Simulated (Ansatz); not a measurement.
Reaction (ligand exchange at a B–C bond): `CB(F)[SiH2]O` + H–F → `O[SiH2]B(F)F` + CH₄

Calculated with Ansatz (gas phase, PBE0-D4/def2-TZVP geometries, no zero-point term in ΔE). CCSD(T)/CBS is the MP2 limit (def2-TZVPP, def2-QZVPP) plus CCSD(T) − MP2 in def2-TZVPP, frozen cores. This one scheme is used for every species. DFT in def2-TZVPP. Each species was taken in one conformer, which may not be the lowest.

CCSD(T)/CBS gives -155.0 kJ/mol.

**Question.** Another level gave -165.2 kJ/mol. Which?
A. HF/def2-TZVPP
B. r2SCAN/def2-TZVPP
C. PBE-D4/def2-TZVPP
D. MP2/def2-TZVPP

**Answer.** B. r2SCAN -165.2, MP2/def2-TZVPP -159.1, HF/def2-TZVPP -179.0, PBE-D4 -153.8 kJ/mol.

Largest T1 diagnostic among the species: 0.013.

The D4 term adds +5.4 kJ/mol with B3LYP and +3.1 kJ/mol with PBE0; it sums over pairs of atoms, weighted by their polarisabilities, and B3LYP, whose exchange is more repulsive, gets the larger term. In def2-TZVPP, CCSD(T) changes the Hartree–Fock value by +19.0 kJ/mol (the triples alone add +1.4 kJ/mol) and MP2 by +19.9 kJ/mol.

B3LYP here is the variant with VWN-RPA as its local correlation; programs differ in this.
